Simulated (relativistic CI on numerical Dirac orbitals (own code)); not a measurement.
**Radial parameters of Er XLIX**

These numbers are calculated, not measured: Dirac-Coulomb-Breit CI, separate exchange-only KLI orbitals for each configuration, model QED (radiative potential, 1s self-energy scaled to tabulated hydrogen-like ionisation energies), unscaled Slater integrals (own radial code, finite nucleus).

Slater integrals F^k, G^k are unscaled and averaged over j, outside the closed core [Ne]; ζ comes from projecting the Hamiltonian with its Breit term on Σ l·s of the shell.

- 3s2 3p6 3d2: F^2(3d,3d) = 556080, F^4(3d,3d) = 359650, ζ(3d) = 163550 cm⁻¹; <r>(3d) = 0.1843, <r^2>(3d) = 0.03929 (bohr units).
- 3s2 3p5 3d3: ζ(3p) = 1.2024e+06, F^2(3d,3d) = 555240, F^4(3d,3d) = 359090, F^2(3p,3d) = 476990, G^1(3p,3d) = 502350, G^3(3p,3d) = 337210, ζ(3d) = 162130 cm⁻¹; <r>(3p) = 0.2074, <r^2>(3p) = 0.04979, <r>(3d) = 0.1846, <r^2>(3d) = 0.0394 (bohr units).
- 3s 3p6 3d3: F^2(3d,3d) = 554910, F^4(3d,3d) = 358870, G^2(3s,3d) = 383030, ζ(3d) = 162860 cm⁻¹; <r>(3s) = 0.2115, <r^2>(3s) = 0.05111, <r>(3d) = 0.1847, <r^2>(3d) = 0.03944 (bohr units).

(1) Give the Racah parameters of the d shell in 3s2 3p6 3d2.

Averages of the first 10 configurations, taken without configuration mixing, which lowers the lowest level and can move excited configurations by several eV; other configurations of the list can lie among them:

```
 Configuration  Parity  States  Average energy above the lowest level (eV)
   3s2 3p6 3d2    even      45                                        66.8
   3s2 3p5 3d3     odd     720                                       428.0
    3s 3p6 3d3    even     240                                       773.0
 3s2 3p6 3d 4s    even      20                                      1711.6
 3s2 3p6 3d 4p     odd      60                                      1842.2
 3s2 3p6 3d 4d    even     100                                      1988.1
3s2 3p5 3d2 4s     odd     540                                      2063.0
 3s2 3p6 3d 4f     odd     140                                      2097.9
3s2 3p5 3d2 4p    even    1620                                      2194.0
3s2 3p5 3d2 4d     odd    2700                                      2339.3
```

## Answers

(1) B = F²/49 − 5F⁴/441 = 7271 cm⁻¹ and C = 35F⁴/441 = 28544 cm⁻¹.
